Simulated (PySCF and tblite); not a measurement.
Values are calculated unless marked as measured or tabulated.
2 E/Z isomers of C₆H₉F, numbered alike:

```tsv
isomer	SMILES	descriptors
A	[CH2:1]=[CH:2]/[CH:3]=[C:4](\[F:5])[CH2:6][CH3:7]	3=4 Z
B	[CH2:1]=[CH:2]/[CH:3]=[C:4](/[F:5])[CH2:6][CH3:7]	3=4 E
```

Each isomer is a Boltzmann average at 298.15 K over at most 4 conformers: PBE0-D3(BJ)/def2-SVP geometries, energies PBE0/def2-TZVP (IEF-PCM, chloroform) (D3(BJ) added where defined), GIAO shieldings PBE0/pcSseg-1 (IEF-PCM, chloroform), GFN2-xTB thermal terms. Programs: PySCF with density fitting and tblite.

Task: What shifts does each isomer give (ppm; of two unlike H on one atom, a is the less shielded)?

Result: 
A: ¹H (against TMS): 6.84 (H2, 1H), 5.39 (H1a, 1H), 5.38 (H3, 1H), 5.30 (H1b, 1H), 2.28 (H6, 2H), 1.14 (H7, 3H). ¹³C (against TMS): 173.1 (C4), 137.9 (C2), 121.5 (C1), 112.3 (C3), 29.2 (C6), 12.1 (C7). ¹⁹F (against CFCl3): -99.7 (F5).

B: ¹H (against TMS): 6.55 (H2, 1H), 5.86 (H3, 1H), 5.45 (H1a, 1H), 5.36 (H1b, 1H), 2.38 (H6, 2H), 1.15 (H7, 3H). ¹³C (against TMS): 176.1 (C4), 139.4 (C2), 123.1 (C1), 114.3 (C3), 25.2 (C6), 13.3 (C7). ¹⁹F (against CFCl3): -99.2 (F5).

Task: Which carbons tell the isomers apart best?

Result: C6: 29.2 in A, 25.2 in B; C4: 173.1 in A, 176.1 in B; C3: 112.3 in A, 114.3 in B ppm.

Unscaled ¹⁹F shifts at such levels can be off by tens of ppm; differences between conformers or isomers are more reliable. Shifts are unscaled: against experiment ¹³C can be off by 15 ppm or more and ¹H by 0.8 ppm. Thermal terms of a conformer that GFN2-xTB lacks, or places elsewhere, come from the nearest GFN2-xTB minimum; such a conformer stays in the set even outside the window. The search found a single conformer for at least one isomer; other rotamers may be missing.
